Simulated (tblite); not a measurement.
C₇H₁₀N (doublet state).
Cartesian coordinates in Å at the GFN2-xTB level; atoms count from 1:
```xyz
18
C7H10N angstrom
C      1.6970   -0.7631    1.5678
N      0.5110   -0.5741    1.8464
C     -0.6027   -0.4013    0.9685
C     -0.5976   -1.3423   -0.2612
C     -0.1486   -0.5109   -1.4726
C     -0.3958    0.9366   -1.0898
C      0.6191    1.5569   -0.1827
C     -0.6540    1.0103    0.3872
H      2.4437   -0.8440    2.3444
H     -1.4888   -0.5819    1.5875
H      0.0558   -2.1960   -0.0856
H     -1.6103   -1.7139   -0.4205
H      0.9098   -0.6751   -1.6823
H     -0.7135   -0.7849   -2.3630
H     -0.9357    1.5613   -1.7867
H      0.7451    2.6292   -0.1978
H      1.5309    1.0078    0.0136
H     -1.3742    1.6918    0.8151
```

Computed geometry: GFN2-xTB, gas phase. This method treats the open shell by occupation alone, without spin polarisation.

Take the most abundant isotopes and a rigid rotor. The values belong to one conformer with, in the numbering `[H]/[C:1]=[N:2]/[C@@H:3]1[CH2:4][CH2:5][C@@H:6]2[CH2:7][C@H:8]12`, C1–N2–C3–C4 41°, N2–C3–C4–C5 -103°, C3–C4–C5–C6 -20°, C4–C5–C6–C7 78°, C5–C6–C7–C8 -98°.

(1) Give the principal moments of inertia and the rotational constants in MHz.

(2) Classify the top.

(3) Is it planar, by Δ = Ic − Ia − Ib?

(4) Give the other two planar moments, Paa and Pbb, and the rms extents of the mass along the axes.

(5) Estimate the classical rotational partition function at 25 K, 100 K and 298.15 K.

Answers

(1) Ia = 152.63, Ib = 236.23, Ic = 285.71 u·Å²; 505379 MHz·u·Å²/I gives A = 3311, B = 2139, C = 1769 MHz.

(2) An asymmetric top: κ = (2 × 2139 − 3311 − 1769)/(3311 − 1769) = -0.52.

(3) Not planar: Δ = Ic − Ia − Ib = -103.16 u·Å². For a rigid frame Δ = −2 Σ m c², so Σ m c² = 51.58 u·Å² lies off the ab plane: 14.47 from hydrogen and 37.10 from heavier atoms. The atom farthest from that plane is 1.89 Å away.

(4) Paa = Σ m a² = (Ib + Ic − Ia)/2 = 184.65 and Pbb = Σ m b² = (Ia + Ic − Ib)/2 = 101.06 u·Å². With the mass M = 108.08 u, the rms extents √(P/M) along a, b and c are 1.31, 0.97, 0.69 Å.

(5) Point group C1, symmetry number σ = 1; q = (√π/σ)·√((kT/h)³/(ABC)), k/h = 20836.6 MHz/K: 5950 at 25 K, 47600 at 100 K, 245000 at 298.15 K.

For this open shell read J as N, the rotation without spin; fine and hyperfine splittings come on top. Its lowest GFN2-xTB frequency is 16i cm⁻¹, too small to tell a flat minimum from a shallow saddle. Zero-point vibration and centrifugal distortion are left out.

On one thread, Arm Neoverse N1 (aarch64), shared host with 64 logical CPUs at a one-minute load of 50, this took 0.64 s. That covers the optimisation of the geometry.
